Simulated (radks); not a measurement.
Species: Ho41+. Configuration: [Ar] 3d7.75 4p0.25 (fractional occupations, a model configuration).

Calculated with a radial shooting solver on a logarithmic mesh with Libxc functionals: scalar-relativistic Kohn-Sham, MS2 meta-GGA, spin-polarised, spherical densities, finite nucleus; open shells are filled with parallel spins first (spin-orbit coupling, left out, can overturn this in heavy ions); meta-GGA in the generalised Kohn-Sham scheme; Fermi nuclear charge, rms radius 5.2022 fm.

Energy parts (eV):
| part | energy |
|---|---|
| total | -310929.65 |
| kinetic | 338498.33 |
| electron-nucleus | -702606.93 |
| Hartree | 58518.14 |
| exchange-correlation | -5339.18 |

Orbitals (lengths in bohr, moments of r in powers of bohr; <r^-3> diverges for s and p1/2):
\begin{tabular}{lrrrr}
orbital & occ. & eigenvalue (eV) & <r^4> & <r^-3> \\ \hline
1s up & 1 & -57592.29 & 9.242e-07 & - \\
1s down & 1 & -57591.67 & 9.243e-07 & - \\
2s up & 1 & -11314.40 & 0.0001420 & - \\
2s down & 1 & -11308.09 & 0.0001416 & - \\
2p up & 3 & -10255.24 & 0.0001072 & 13630 \\
2p down & 3 & -10249.39 & 0.0001069 & 13640 \\
3s up & 1 & -3939.896 & 0.004707 & - \\
3s down & 1 & -3928.817 & 0.004730 & - \\
3p up & 3 & -3612.847 & 0.004788 & 3160 \\
3p down & 3 & -3601.026 & 0.004816 & 3143 \\
3d up & 5 & -3226.406 & 0.003487 & 428.1 \\
3d down & 2.75 & -3211.991 & 0.003516 & 427.1 \\
4p up & 0.25 & -1816.692 & 0.07054 & 1077 \\
4p down & 0 & -1808.643 & 0.07081 & 1075 \\
\end{tabular}

The highest occupied level is 4p up at -1816.7 eV. Spin moment in Bohr magnetons: 2.5.
